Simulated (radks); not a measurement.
Results of a calculation; reference values are marked as such.
Ionisation of P3+, [Ne] 3s2, to P4+, [Ne] 3s1, under several functionals. Dirac Kohn-Sham, spin-unpolarised, spherical densities, finite nucleus; a radial shooting solver on a logarithmic mesh with Libxc functionals.

[
 {"functional": "LDA (Slater exchange, Perdew-Wang correlation)", "E(P3+) (hartree)": "-338.62256", "Exc (hartree)": "-20.86947", "IE (eV)": "52.185", "-e(HOMO) (eV)": "45.741", "<r> HOMO (bohr)": "1.667", "IE error (eV)": "+0.741"},
 {"functional": "XLYP", "E(P3+) (hartree)": "-340.05062", "Exc (hartree)": "-22.34278", "IE (eV)": "52.108", "-e(HOMO) (eV)": "45.614", "<r> HOMO (bohr)": "1.669", "IE error (eV)": "+0.664"},
 {"functional": "revPBE", "E(P3+) (hartree)": "-339.84796", "Exc (hartree)": "-22.13694", "IE (eV)": "51.895", "-e(HOMO) (eV)": "45.552", "<r> HOMO (bohr)": "1.673", "IE error (eV)": "+0.451"},
 {"functional": "exchange-only B88", "E(P3+) (hartree)": "-339.42507", "Exc (hartree)": "-21.70681", "IE (eV)": "51.196", "-e(HOMO) (eV)": "44.723", "<r> HOMO (bohr)": "1.674", "IE error (eV)": "-0.248"},
 {"functional": "exchange-only LDA", "E(P3+) (hartree)": "-337.62207", "Exc (hartree)": "-19.85024", "IE (eV)": "50.796", "-e(HOMO) (eV)": "44.340", "<r> HOMO (bohr)": "1.676", "IE error (eV)": "-0.648"},
 {"functional": "RPBE", "E(P3+) (hartree)": "-339.88287", "Exc (hartree)": "-22.17275", "IE (eV)": "51.858", "-e(HOMO) (eV)": "45.528", "<r> HOMO (bohr)": "1.674", "IE error (eV)": "+0.414"},
 {"functional": "BLYP", "E(P3+) (hartree)": "-339.93568", "Exc (hartree)": "-22.22453", "IE (eV)": "52.071", "-e(HOMO) (eV)": "45.583", "<r> HOMO (bohr)": "1.669", "IE error (eV)": "+0.627"},
 {"functional": "OLYP", "E(P3+) (hartree)": "-339.92858", "Exc (hartree)": "-22.23464", "IE (eV)": "51.635", "-e(HOMO) (eV)": "45.383", "<r> HOMO (bohr)": "1.679", "IE error (eV)": "+0.191"},
 {"functional": "PW91", "E(P3+) (hartree)": "-339.88797", "Exc (hartree)": "-22.17814", "IE (eV)": "52.094", "-e(HOMO) (eV)": "45.702", "<r> HOMO (bohr)": "1.669", "IE error (eV)": "+0.650"}
]

NIST Atomic Spectra Database: 51.444 eV (measured). Closest: OLYP. The Delta-SCF values span 1.39 eV, the total energies 2.43 hartree. The highest occupied level is 3s1/2. Spin polarisation and multiplet splitting are left out, so open shells lie too high by an amount that depends on their filling.

Beside tabulated values, note that spin-unpolarised runs miss the spin-polarisation part of the exchange energy of open shells.
